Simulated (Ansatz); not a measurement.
A structure relaxed at PBE0-D4/def2-TZVP, charge 0, multiplicity 1:

```tsv
atom	x (Å)	y (Å)	z (Å)
C1	1.152	0.458	-0.783
C2	0.318	-0.671	-0.187
Ge3	-1.201	-0.027	0.800
F4	-0.768	0.989	2.113
F5	-2.167	-1.269	1.483
F6	-2.274	0.913	-0.155
H7	2.001	0.048	-1.334
H8	1.546	1.117	-0.008
H9	0.568	1.066	-1.475
H10	0.899	-1.285	0.504
H11	-0.074	-1.338	-0.959
```

**Question.** Give its formula and SMILES.

**Answer.** C2H5F3Ge, `C[CH2][Ge]([F])([F])[F]`.

**Question.** Point group (tolerance 0.08 Å, 0.16 Å for H)?

**Answer.** Cs.

**Question.** Summarise the bond lengths by kind.

**Answer.** 1 × C–C 1.524 Å; 5 × C–H 1.091 to 1.093 Å; 1 × C–Ge 1.922 Å; 3 × F–Ge 1.715 to 1.716 Å.

All numbers were calculated with Ansatz.
